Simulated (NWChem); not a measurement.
System: C2H6BClO; SMILES B(CC)(O)Cl

NWChem input:

```
start job
memory heap 200 mb stack 900 mb global 1100 mb
geometry units angstroms noautoz
  B      0.561140     0.250934    -0.040121
  Cl    -0.960886     1.192515    -0.037246
  C      0.554777    -1.295466    -0.291604
  C     -0.642603    -2.078866     0.235627
  H      1.504674    -1.706646     0.089555
  H      0.617545    -1.409056    -1.392272
  H     -1.587781    -1.682811    -0.165377
  H     -0.709333    -2.024191     1.333596
  H     -0.582367    -3.143601    -0.036634
  O      1.718856     0.914150     0.142769
  H      1.599804     1.865482     0.245467
end
basis spherical
  B library 6-31g*
  Cl library 6-31g*
  C library 6-31g*
  H library 6-31g*
  O library 6-31g*
end
dft
  xc scan
  grid coarse
  iterations 150
  mulliken
end
task dft gradient
```

Output (shortened):

```
             Northwest Computational Chemistry Package (NWChem) 7.3.0
             --------------------------------------------------------

 C1  symmetry detected

                             Geometry "geometry" -> ""
                             -------------------------

 Output coordinates in angstroms (scale by  1.889725989 to convert to a.u.)

  No.       Tag          Charge          X              Y              Z
 ---- ---------------- ---------- -------------- -------------- --------------
    1 B                    5.0000     0.55163543     0.23685018    -0.04057133
    2 Cl                  17.0000    -0.96341545     1.18955040    -0.02919946
    3 C                    6.0000     0.53346675    -1.30787207    -0.30160814
    4 C                    6.0000    -0.66874144    -2.08570968     0.22286406
    5 H                    1.0000     1.48096301    -1.72837459     0.07533210
    6 H                    1.0000     0.59351677    -1.41509222    -1.40306644
    7 H                    1.0000    -1.61166401    -1.68024307    -0.17402265
    8 H                    1.0000    -0.73319137    -2.03735598     1.32126577
    9 H                    1.0000    -0.61680512    -3.14914956    -0.05608627
   10 O                    8.0000     1.71450988     0.89039696     0.14438858
   11 H                    1.0000     1.60263528     1.84192266     0.25318077

 Effective nuclear repulsion energy (a.u.)     206.8336446731

                                 NWChem DFT Module
                                 -----------------

 Summary of "ao basis" -> "ao basis" (spherical)
 ------------------------------------------------------------------------------
       Tag                 Description            Shells   Functions and Types
 ---------------- ------------------------------  ------  ---------------------
 B                           6-31g*                  6       14   3s2p1d
 Cl                          6-31g*                  8       18   4s3p1d
 C                           6-31g*                  6       14   3s2p1d
 H                           6-31g*                  2        2   2s
 O                           6-31g*                  6       14   3s2p1d

            General Information
            -------------------
          SCF calculation type: DFT
          Wavefunction type:  closed shell.
          No. of atoms     :    11
          No. of electrons :    48
           Alpha electrons :    24
            Beta electrons :    24
          Charge           :     0
          Spin multiplicity:     1
          Use of symmetry is: off; symmetry adaption is: off
          Maximum number of iterations: 150
          AO basis - number of functions:    86
                     number of shells:    44
          Convergence on energy requested:  1.00D-06
          Convergence on density requested:  1.00D-05
          Convergence on gradient requested:  5.00D-04

              XC Information
              --------------
                         SCAN Method XC Functional
                  SCAN metaGGA Exchange Functional  1.000
                        SCAN Correlation Potential  1.000

             Grid Information
             ----------------
          Grid used for XC integration:  coarse
          Radial quadrature: Mura-Knowles
          Angular quadrature: Lebedev.
          Tag              B.-S. Rad. Rad. Pts. Rad. Cut. Ang. Pts.
          ---              ---------- --------- --------- ---------
          B                   0.85       35           9.0       302
          Cl                  1.00       70          10.0       302
          C                   0.70       35          11.0       302
          H                   0.35       35          12.0       302
          O                   0.60       35          11.0       302
          Grid pruning is: on
          Number of quadrature shells:   420
          Spatial weights used:  Erf1

      Superposition of Atomic Density Guess
      -------------------------------------

 Sum of atomic energies:        -637.04092697

      Non-variational initial energy
      ------------------------------

 Total energy =    -639.519138
 1-e energy   =   -1285.485410
 2-e energy   =     439.132627
 HOMO         =      -0.361753
 LUMO         =       0.073182

     ---------------------------------------------
      Total Density - Mulliken Population Analysis
     ---------------------------------------------

    Atom       Charge   Shell Charges
 -----------   ------   -------------------------------------------------------
    1 B    5     4.19   2.00  0.56  0.98  0.33  0.23  0.10
    2 Cl  17    17.35   2.00  2.00  5.98  1.38  3.71  0.55  1.72  0.01
    3 C    6     6.64   2.00  0.71  2.04  0.64  1.21  0.03
    4 C    6     6.66   2.00  0.71  2.02  0.68  1.22  0.03
    5 H    1     0.76   0.46  0.30
    6 H    1     0.75   0.45  0.30
    7 H    1     0.78   0.47  0.31
    8 H    1     0.78   0.47  0.31
    9 H    1     0.78   0.47  0.31
   10 O    8     8.85   2.00  0.93  3.13  0.88  1.90  0.01
   11 H    1     0.46   0.35  0.10

   convergence    iter        energy       DeltaE   RMS-Dens  Diis-err
 ---------------- ----- ----------------- --------- --------- ---------
 d= 0,ls=0.0,diis     1   -640.0538716157 -8.47D+02  1.34D-02  6.44D-01
 d= 0,ls=0.0,diis     2   -640.0054492056  4.84D-02  8.36D-03  1.21D+00
 d= 0,ls=0.0,diis     3   -640.1232484084 -1.18D-01  2.29D-03  6.76D-02
 d= 0,ls=0.0,diis     4   -640.1288339274 -5.59D-03  1.16D-03  9.32D-03
 d= 0,ls=0.0,diis     5   -640.1301253644 -1.29D-03  1.90D-04  2.90D-04
  Resetting Diis
 d= 0,ls=0.0,diis     6   -640.1301617470 -3.64D-05  4.46D-05  1.67D-05
 d= 0,ls=0.0,diis     7   -640.1301637338 -1.99D-06  2.87D-05  1.98D-06
 d= 0,ls=0.0,diis     8   -640.1301635327  2.01D-07  1.69D-05  3.50D-06
 d= 0,ls=0.0,diis     9   -640.1301639986 -4.66D-07  1.67D-06  3.49D-08

         Total DFT energy =     -640.130163998609
      One electron energy =    -1289.723720913014
           Coulomb energy =      496.796497881408
    Exchange-Corr. energy =      -54.036585640129
 Nuclear repulsion energy =      206.833644673126

 Numeric. integr. density =       47.999971788099

                       DFT Final Molecular Orbital Analysis
                       ------------------------------------

 Vector   22  Occ=2.000000D+00  E=-2.967550D-01
              MO Center= -3.1D-01,  9.6D-01, -2.9D-02, r^2= 2.7D+00
   Bfn.  Coefficient  Atom+Function         Bfn.  Coefficient  Atom+Function
  ----- ------------  ---------------      ----- ------------  ---------------
    23      0.611435   2 Cl pz               27      0.338099   2 Cl pz
    75     -0.281862  10 O  pz               19     -0.239634   2 Cl pz
    79     -0.214894  10 O  pz               21      0.116093   2 Cl px
    73      0.115839  10 O  px               77      0.086831  10 O  px
    36     -0.080009   3 C  py                4      0.065824   1 B  py

 Vector   23  Occ=2.000000D+00  E=-2.938965D-01
              MO Center= -1.5D-01,  1.0D-01,  6.8D-03, r^2= 4.3D+00
   Bfn.  Coefficient  Atom+Function         Bfn.  Coefficient  Atom+Function
  ----- ------------  ---------------      ----- ------------  ---------------
    21      0.422213   2 Cl px               22      0.237539   2 Cl py
    25      0.221954   2 Cl px               73      0.206065  10 O  px
    36     -0.178991   3 C  py               23     -0.174876   2 Cl pz
    50      0.172078   4 C  py               17     -0.164736   2 Cl px
     4      0.155076   1 B  py               77      0.151187  10 O  px

 Vector   24  Occ=2.000000D+00  E=-2.784470D-01
              MO Center= -3.4D-01,  1.7D-01, -7.9D-02, r^2= 3.5D+00
   Bfn.  Coefficient  Atom+Function         Bfn.  Coefficient  Atom+Function
  ----- ------------  ---------------      ----- ------------  ---------------
    22      0.517206   2 Cl py               26      0.286747   2 Cl py
    36      0.259051   3 C  py                4     -0.207949   1 B  py
    18     -0.201952   2 Cl py               21      0.173776   2 Cl px
    40      0.166707   3 C  py               25      0.108622   2 Cl px
    23      0.098243   2 Cl pz               38      0.093064   3 C  s

 Vector   25  Occ=0.000000D+00  E=-1.280562D-02
              MO Center=  4.9D-01,  1.6D-01, -3.3D-02, r^2= 2.5D+00
   Bfn.  Coefficient  Atom+Function         Bfn.  Coefficient  Atom+Function
  ----- ------------  ---------------      ----- ------------  ---------------
     9      0.593541   1 B  pz                5      0.541196   1 B  pz
    64      0.335554   6 H  s                79     -0.310732  10 O  pz
    75     -0.277480  10 O  pz               52     -0.252827   4 C  s
    27     -0.229346   2 Cl pz               23     -0.224931   2 Cl pz
    62     -0.157253   5 H  s                70      0.147059   9 H  s

[...]

                         DFT ENERGY GRADIENTS

    atom               coordinates                        gradient
                 x          y          z           x          y          z
   1 B       1.042440   0.447582  -0.076669    0.002456   0.005118  -0.000118
   2 Cl     -1.820591   2.247924  -0.055179    0.001771  -0.001342  -0.000238
   3 C       1.008106  -2.471520  -0.569957   -0.005522  -0.003882   0.002775
   4 C      -1.263738  -3.941420   0.421152    0.005789   0.003309  -0.002292
   5 H       2.798614  -3.266154   0.142357    0.002295  -0.000510   0.000484
   6 H       1.121584  -2.674137  -2.651411    0.000824   0.000736  -0.001925
   7 H      -3.045603  -3.175199  -0.328855   -0.002879   0.000985  -0.000845
   8 H      -1.385531  -3.850045   2.496830   -0.000643  -0.000333   0.002901
   9 H      -1.165593  -5.951030  -0.105988   -0.000458  -0.003060  -0.000478
  10 O       3.239954   1.682606   0.272855   -0.005209   0.005544   0.000430
  11 H       3.028542   3.480729   0.478442    0.001576  -0.006564  -0.000694
```

Level: SCAN/6-31G* (spherical d). Geometry: optimised at PBE0/def2-SVP.
